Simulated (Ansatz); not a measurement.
# RbCl, singlet: energies of several shapes or isomers

Program: Ansatz, Gaussian basis, development build. Basis cc-pwCVTZ-X2C on Rb, cc-pVTZ-DK on Cl, scalar X2C without spin–orbit coupling, 14 orbitals frozen in the corrections; active space CAS(6,4). Restricted Hartree–Fock, then the lowest state-specific CASSCF solution met for each case. Coupled cluster stands on the determinant that it favours, not always the lowest RHF. Single-reference values can break down or jump between states where bonds are stretched. Solutions in different active orbitals can move differences by tenths of an eV and at times more than 1 eV.

Case A: bond length 2.7870 Å.

Case B: bond length 3.2050 Å.

Energy less that of case A, in eV:

| case | RHF/ROHF | CASSCF | CCSD(T) |
| --- | --- | --- | --- |
| B | +0.165 | +0.143 | +0.264 |

Task: What does SC-NEVPT2 give for these differences?

Result: B: +0.092 eV (2.1 kcal/mol).
